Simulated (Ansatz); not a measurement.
## Ansatz (development build ahead of 0.2.0) run

```yaml
crystal:
  periodic: [false, false, false]
  atoms:
    - { symbol: H, position_ang: [-0.00317, -0.07919, -1.88934] }
    - { symbol: H, position_ang: [-0.03291, -0.07297, -0.56088] }
    - { symbol: H, position_ang: [0.14951, 0.06404, 1.10208] }
    - { symbol: H, position_ang: [0.17515, 0.05385, 1.36247] }
basis:
  gaussian: { orbitals: def2-SVP }
hamiltonian:
  xc: hf
output:
  forces: true
```

The input is written out in the form of the current development build from the run's settings.

Results

- Converged: yes
- Total energy: -1.44073 hartree

Forces (eV/Å):
| atom | Fx | Fy | Fz |
| --- | --- | --- | --- |
| H1 | -0.136 | 0.018 | 5.437 |
| H2 | 0.100 | -0.043 | -5.864 |
| H3 | -16.772 | 6.681 | -170.285 |
| H4 | 16.808 | -6.656 | 170.712 |

Caution: stretched shape with no unrestricted run beside it, a lower state can exist.
